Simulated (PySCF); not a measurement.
**Cr⁺ (chromium, charge +1): B3LYP calculation**

Configuration: [Ar] 3d5, high-spin 6S determinant. Computed with PySCF 2.14 in def2-SVP, with no relativity, point nucleus.

| Item | Value |
| --- | --- |
| Total energy | -1044.053 hartree |
| One-electron energy | -1432.204 hartree |
| Hartree (Coulomb) energy | 436.819 hartree |
| Exchange-correlation energy | -48.668 hartree |
| Kinetic energy | 1042.38130 hartree |
| ⟨S²⟩ | 8.7502 |
| ⟨L²⟩ | 0.000 |
| Sum of ⟨r⟩ | 16.70 bohr |
| Sum of ⟨r²⟩ | 21.24 bohr² |
| Density at the nucleus (Gaussians lack the cusp) | 8750 bohr⁻³ |
| Spin density at the nucleus | 0.0724 bohr⁻³ |
| Langevin diamagnetic susceptibility | -16.8 ×10⁻⁶ cm³/mol |
| Time after the integrals | 0.47 s of wall time on 1 thread of Neoverse-V2 (shared host) |

```tsv
shell	electrons	mean orbital energy (eV)	rms radius, mean of both spins (bohr)
1s α	1	-5874.3	0.0743
1s β	1	-5874.3	0.0743
2s α	1	-676.41	0.321
2s β	1	-674.65	0.321
2p α	3	-575.61	0.289
2p β	3	-574.14	0.289
3s α	1	-84.694	0.982
3s β	1	-79.471	0.982
3p α	3	-56.379	1.06
3p β	3	-50.817	1.06
3d α	5	-12.197	1.54
```
